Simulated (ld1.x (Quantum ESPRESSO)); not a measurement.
**Building the TM potential for Fe (Z = 26) (PBEsol, scalar-relativistic).**

| Item | Value |
| --- | --- |
| Element | Fe (Z = 26) |
| Generator | ld1.x (Quantum ESPRESSO) 7.5 |
| Type | norm-conserving Troullier–Martins (Kleinman–Bylander form) |
| Functional | PBEsol |
| Relativity | scalar-relativistic |
| Frozen core | [Ne] 3s2 |
| Valence charge | 14 |
| Reference configuration | 3p6 3d6 4s2 4p0 |
| Partial waves | 3p (bound): rc 1.30 bohr; 3d (bound): rc 1.00 bohr; 4s (bound): rc 2.25 bohr |
| Local potential | the s channel |
| Core correction | none |

All-electron outer shells of the reference configuration (PBEsol, scalar-relativistic, ld1.x):

```tsv
shell	level (eV)	outermost node (bohr)	outermost maximum (bohr)
2p	-697.99	–	0.18
3s	-93.77	0.33	0.70
3p	-59.92	0.30	0.72
3d	-7.53	–	0.71
4s	-5.31	1.00	2.41
4p	-1.30	1.10	3.29
```

Q: Does the generator finish with these settings?

A: Yes, a potential is produced.

Q: Estimate the cutoffs (Ry, on a coarse ladder) from which the occupation-weighted sum of valence levels, in a spherical-Bessel basis at the reference potential, stays within 10 and 1 mRy of its value at 400 Ry.

A: 200 Ry and 300 Ry.

Q: Does the potential have ghost states?

A: No extra level below or beside the all-electron valence levels (p, d, s, f tested).

Q: Which valence shell sets the plane-wave cutoff?

A: 3d: its level needs 200 Ry to come within 1 mRy, against 70 Ry for 3p.

Its largest configuration-test error is -1534 meV (3p6 3d6 4s0 4p2), which is poor. 1 of 7 tests not solved or not reliable.
